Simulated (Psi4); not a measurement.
CH3O, doublet, geometry from GFN2-xTB, with bond 5-2 at 2.0 times its length; SVWN/def2-TZVP (Psi4).

Input for Psi4:
```
memory 2 GB

molecule {
0 2
C    -0.63411913    0.24534614    0.09723859
O     0.59077606   -0.33522243   -0.06372606
H    -1.45700498   -0.42471211   -0.04485595
H    -0.74804633    1.30495368   -0.03453228
H     1.97633920    0.99414437    0.07525628
}

set {
  basis def2-tzvp
  reference uks
  dft_basis_tolerance 1e-8
}

energy('svwn')
print_variables()
```

### Question
What does Psi4 print? Leave out banner, timings and long lists.

### Answer

```
   => Loading Basis Set <=

    Name: DEF2-TZVP
    Role: ORBITAL
    Keyword: BASIS

         ---------------------------------------------------------
                                   SCF
               by Justin Turney, Rob Parrish, Andy Simmonett
                          and Daniel G. A. Smith
                              UKS Reference
         ---------------------------------------------------------

  ==> Geometry <==

    Molecular point group: c1
    Full point group: C1

    Geometry (in Angstrom), charge = 0, multiplicity = 2:

       Center              X                  Y                   Z               Mass
    ------------   -----------------  -----------------  -----------------  -----------------
         C           -0.686007100461     0.262389171597     0.092615335539    12.000000000000
         O            0.538888089539    -0.318179398403    -0.068349314461    15.994914619570
         H           -1.508892950461    -0.407669078403    -0.049479204461     1.007825032230
         H           -0.799934300461     1.321996711597    -0.039155534461     1.007825032230
         H            1.924451229539     1.011187401597     0.070633025539     1.007825032230

  Running in c1 symmetry.

  Rotational constants: A =      3.67700  B =      0.93445  C =      0.74968 [cm^-1]
  Rotational constants: A = 110233.78564  B =  28014.07863  C =  22474.70617 [MHz]
  Nuclear repulsion =   32.581096106386909

  Charge       = 0
  Multiplicity = 2
  Electrons    = 17
  Nalpha       = 9
  Nbeta        = 8

  ==> Algorithm <==

  SCF Algorithm Type is DF.
  DIIS enabled.
  MOM disabled.
  Fractional occupation disabled.
  Guess Type is SAD.
  Energy threshold   = 1.00e-06
  Density threshold  = 1.00e-06
  Integral threshold = 1.00e-12

  ==> Primary Basis <==

  Basis Set: DEF2-TZVP
    Blend: DEF2-TZVP
    Number of shells: 34
    Number of basis functions: 80
    Number of Cartesian functions: 90
    Spherical Harmonics?: true
    Max angular momentum: 3

  ==> DFT Potential <==

   => LibXC <=

    Version 7.1.2
    S. Lehtola, C. Steigemann, M. J. T. Oliveira, and M. A. L. Marques,  SoftwareX 7, 1–5 (2018) (10.1016/j.softx.2017.11.002)

   => Composite Functional: SVWN <=

    Slater exchange
    Vosko, Wilk & Nusair (VWN5_RPA)
    P. A. M. Dirac,  Math. Proc. Cambridge Philos. Soc. 26, 376 (1930) (10.1017/S0305004100016108)
    F. Bloch,  Z. Phys. 57, 545 (1929) (10.1007/BF01340281)
    S. H. Vosko, L. Wilk, and M. Nusair,  Can. J. Phys. 58, 1200 (1980) (10.1139/p80-159)

    Deriv               =              1
    GGA                 =          FALSE
    Meta                =          FALSE

    Exchange Hybrid     =          FALSE
    MP2 Hybrid          =          FALSE

   => Exchange Functionals <=

    1.0000         XC_LDA_X

   => Correlation Functionals <=

    1.0000   XC_LDA_C_VWN_RPA

   => LibXC Density Thresholds  <==

    XC_LDA_C_VWN_RPA:  1.00E-15
    XC_LDA_X:  1.00E-15

   => Molecular Quadrature <=

    Radial Scheme          =       TREUTLER
    Pruning Scheme         =           NONE
    Nuclear Scheme         =       TREUTLER

    Blocking Scheme        =         OCTREE
    BS radius alpha        =              1
    Pruning alpha          =              1
    Radial Points          =             75
    Spherical Points       =            302
    Total Points           =         109193
    Total Blocks           =            873
    Max Points             =            256
    Max Functions          =             79
    Weights Tolerance      =       1.00E-15

   => Loading Basis Set <=

    Name: (DEF2-TZVP AUX)
    Role: JKFIT
    Keyword: DF_BASIS_SCF

  ==> Integral Setup <==

  SCF_SUBTYPE=INCORE selected. In-core MEM_DF algorithm will be used.
  Using in-core AOs.

  ==> MemDFJK: Density-Fitted J/K Matrices <==

    J tasked:                   Yes
    K tasked:                    No
    wK tasked:                   No
    Algorithm:                 Core
    Schwarz Cutoff:           1E-12
[...]
   -------------------------
     A         80      80
   -------------------------
    Total      80      80
   -------------------------

  ==> Iterations <==

                           Total Energy        Delta E     RMS |[F,P]|

   @DF-UKS iter SAD:  -113.87699985082520   -1.13877e+02   0.00000e+00
   @DF-UKS iter   1:  -113.90568738856193   -2.86875e-02   1.05718e-02 ADIIS/DIIS
   @DF-UKS iter   2:  -112.51858261557469    1.38710e+00   2.23041e-02 ADIIS/DIIS
   @DF-UKS iter   3:  -114.23651269851406   -1.71793e+00   6.36229e-03 ADIIS/DIIS
   @DF-UKS iter   4:  -114.19888271303076    3.76300e-02   7.26103e-03 ADIIS/DIIS
   @DF-UKS iter   5:  -114.39881378575807   -1.99931e-01   1.46087e-03 ADIIS/DIIS
   @DF-UKS iter   6:  -114.40055365112086   -1.73987e-03   1.19241e-03 ADIIS/DIIS
   @DF-UKS iter   7:  -114.41284714187972   -1.22935e-02   6.26114e-04 ADIIS/DIIS
   @DF-UKS iter   8:  -114.41478192945515   -1.93479e-03   1.87130e-04 ADIIS/DIIS
   @DF-UKS iter   9:  -114.41497936319182   -1.97434e-04   5.19203e-05 DIIS
   @DF-UKS iter  10:  -114.41499446443906   -1.51012e-05   1.61183e-05 DIIS
   @DF-UKS iter  11:  -114.41499602439040   -1.55995e-06   4.06528e-06 DIIS
   @DF-UKS iter  12:  -114.41499609763001   -7.32396e-08   1.32191e-06 DIIS
   @DF-UKS iter  13:  -114.41499610317305   -5.54304e-09   2.58448e-07 DIIS
  Energy and wave function converged.

  ==> Post-Iterations <==

   Electrons on quadrature grid:
      Nalpha   =    9.0000015252 ; deviation = 1.525e-06
      Nbeta    =    8.0000007190 ; deviation = 7.190e-07
      Ntotal   =   17.0000022442 ; deviation = 2.244e-06

   @Spin Contamination Metric:   2.404800316E-03
   @S^2 Expected:                7.500000000E-01
   @S^2 Observed:                7.524048003E-01
   @S   Expected:                5.000000000E-01
   @S   Observed:                5.000000000E-01

    Orbital Energies [Eh]
    ---------------------

    Alpha Occupied:

[...]
    Alpha Virtual:

[...]
    Beta Occupied:

[...]
    Beta Virtual:

[...]
    Final Occupation by Irrep:
              A
    DOCC [     8 ]
    SOCC [     1 ]
    NA   [     9 ]
    NB   [     8 ]

  @DF-UKS Final Energy:  -114.41499610317305

   => Energetics <=

    Nuclear Repulsion Energy =             32.5810961063869087
    One-Electron Energy =                -220.4779290271642935
    Two-Electron Energy =                  87.7397801789805953
    DFT Exchange-Correlation Energy =     -14.2579433613762436
    Empirical Dispersion Energy =           0.0000000000000000
    VV10 Nonlocal Energy =                  0.0000000000000000
    Total Energy =                       -114.4149961031730527

  UHF NO Occupations:
  HONO-2 :    7  A 1.9999513
  HONO-1 :    8  A 1.9988589
  HONO-0 :    9  A 1.0000000
  LUNO+0 :   10  A 0.0011411
  LUNO+1 :   11  A 0.0000487
  LUNO+2 :   12  A 0.0000072
  LUNO+3 :   13  A 0.0000043

Computation Completed

Properties will be evaluated at   0.000000,   0.000000,   0.000000 [a0]

Properties computed using the SCF density matrix

 Multipole Moments:

 ------------------------------------------------------------------------------------
     Multipole            Electronic (a.u.)      Nuclear  (a.u.)        Total (a.u.)
 ------------------------------------------------------------------------------------

 L = 1.  Multiply by 2.5417464519 to convert [e a0] to [Debye]
 Dipole X            :         -0.9418605           -0.3577514           -1.2996119
 Dipole Y            :         -1.5414987            1.8035827            0.2620840
 Dipole Z            :          0.0385188           -0.0172045            0.0213144
 Magnitude           :                                                    1.3259463

 ------------------------------------------------------------------------------------

  Variable Map:
  ----------------------------------------------------------------------------
[...]
  Array Variable Map:
  ----------------------------------------------------------------------------
[...]
[...]
```
